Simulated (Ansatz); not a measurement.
The molecule F2-, multiplicity 2 (lowest of 2S+1 = 2, 4 at CCSD(T)/def2-TZVPP on PBE0 minima; our sources give no spin for the ground state, which may be another).

The constants come from a fifth-degree fit in 1/R (seven points, main isotopes). Runs in def2 and cc sets follow the lowest solution found near the PBE0 minimum.

Correlated levels freeze the cores.

Run with Ansatz (Gaussian basis) for Hartree–Fock, density functionals and correlated methods. Each number belongs to the level named beside it.

Energies at CCSD(T)/def2-TZVPP:

| R (Å) | E (hartree) |
|---|---|
| 1.842839 | -199.39358524 |
| 1.892378 | -199.39436863 |
| 1.937953 | -199.39440789 |
| 1.989473 | -199.39385600 |
| 2.040994 | -199.39283277 |
| 2.100440 | -199.39123722 |
| 2.169794 | -199.38900717 |

Problem. With a reduced mass of 9.4992 u, find the minimum, the force constant and the constants.

Solution. A fifth-degree polynomial in 1/R puts the minimum at r_e = 1.9178 Å with force constant 117 N/m. Then ω_e = (1/2πc)√(k/μ) = 458 cm⁻¹ and B_e = h/(8π²cμr_e²) = 0.4825 cm⁻¹; the cubic and quartic terms give α_e = 0.0080 and ω_e x_e = 5.9 cm⁻¹.

Doubts at one or more of the structures used: other coupled-cluster roots lie near (CCSD(T)/def2-TZVPP).

Ansatz is an electronic-structure program.
